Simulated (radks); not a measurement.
Q: The antimony ion Sb+ is in [Kr] 4d10 5s2 5p2. Calculated with a radial shooting solver on a logarithmic mesh with Libxc functionals: scalar-relativistic Kohn-Sham, LDA (Slater exchange, Perdew-Wang correlation), spin-polarised, spherical densities, finite nucleus; Fermi nuclear charge, rms radius of each element as measured or else 0.836 A^(1/3) + 0.57 fm. Open shells are filled with parallel spins first. One electron is removed from 5s, 4d, 4p, 5p in turn, with full relaxation. Which removal costs least, and what does each cost?

A: 5p 16.686 eV; 5s 24.606 eV; 4d 49.745 eV; 4p 118.79 eV. The 5p electron leaves first.
